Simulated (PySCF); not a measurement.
**Working out the ionisation energy of As**

As [Ar] 3d10 4s2 4p3 (4S) → As⁺ [Ar] 3d10 4s2 4p2 (3P). All numbers are calculated (PySCF 2.14, the spin-free X2C one-electron Hamiltonian (Gaussian nucleus), in jorge-DZP-DKH). Frozen: [Ar] 3d10. Energies in hartree (1 hartree = 27.21139 eV):

```json
{"part": "UHF", "As (lower)": "-2258.893978", "As⁺ (upper)": "-2258.547142"}
{"part": "CCSD correlation", "As (lower)": "-0.030214", "As⁺ (upper)": "-0.033786"}
{"part": "(T)", "As (lower)": "-0.000208", "As⁺ (upper)": "-0.000209"}
```

**Question.** What does Hartree-Fock give?

**Answer.** (-2258.547142) − (-2258.893978) = 0.346836 hartree = 9.438 eV.

**Question.** What do CCSD and CCSD(T) give?

**Answer.** The CCSD correlation energies differ by -0.003572 hartree = -0.097 eV and the triples by -0.000001 hartree = 0.000 eV, so CCSD gives 9.341 eV and CCSD(T) 9.341 eV.

Measured between the centres of the two terms (NIST): 10.008 eV, so CCSD(T) (valence) is off by -0.667 eV.

A double-zeta basis recovers only part of the correlation energy.

What remains against the reference includes basis incompleteness, the frozen core and higher excitations.
